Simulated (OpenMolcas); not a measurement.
# Pt7+: effect of the basis set

| Quantity | Value |
| --- | --- |
| Program | OpenMolcas |
| Method | CASSCF |
| Active space | 3 electrons in 10 orbitals (5d 6d) |
| State averaging | 2S+1 = 4 even, 10 roots; 2S+1 = 2 even, 40 roots |
| Spin-orbit coupling | RASSI with atomic mean-field integrals over the reference wave functions, term energies averaged over their components |

A. ANO-R2 [8s6p5d3f1g], X2C, finite nucleus; cost of the order of 29 core-seconds
B. ANO-RCC-VTZP [8s7p5d3f1g], DKH2, point nucleus; cost of the order of 23 core-seconds
C. ANO-RCC-VQZP [9s8p6d4f2g1h], DKH2, point nucleus; cost roughly 27 core-seconds

Energies in eV above 5d3 4F 3/2.

```
            Level        A        B        C
       5d3 4F 3/2   0.0000   0.0000   0.0000
       5d3 4F 5/2   1.1952   1.2321   1.1581
       5d3 4F 7/2   2.0976   2.1483   2.0494
5d3 4P 1/2 [71 %]   3.0228   3.0520   3.0089
       5d3 2G 7/2   4.0962   4.1555   4.0556
5d3 2H 9/2 [56 %]   4.2564   4.3243   4.2052
       5d3 4P 5/2   4.4218   4.4836   4.3791
5d3 2P 1/2 [71 %]   5.3170   5.3872   5.2714
      5d3 2H 11/2   5.6370   5.7090   5.5947
    5d3 2D 5/2(1)   6.1731   6.2483   6.1285
5d3 2G 9/2 [59 %]   6.6313   6.7414   6.5499
       5d3 2F 5/2   6.9428   6.9917   6.9342
       5d3 2F 7/2   7.1392   7.2016   7.1159
5d3 2P 3/2 [58 %]   7.3303   7.4339   7.2598
    5d3 2D 3/2(2)  10.3320  10.3899  10.3320
    5d3 2D 5/2(2)  10.5706  10.6495  10.5517
```

Among A to C the level of the table that moves most is 5d3 2G 9/2 [59 %], by 1500 cm-1 (lowest in C, highest in B).

Without dynamic correlation excited terms often stand tens of per cent too high (terms of higher spin than the ground term too low), and those without a measured partner can miss by more than the paired ones. Active for correlation alone: 6d; no level in the range computed is led by a configuration that fills it, so any true level of that kind is missing. Only configurations of the active space appear. The table leaves out levels that lie high or whose names do not pair safely across all columns.

A share in square brackets marks a mixed level and gives the weight of the term that names it, the lowest over the columns. A number in round brackets counts repeated terms of one configuration in the order of the reference energies.
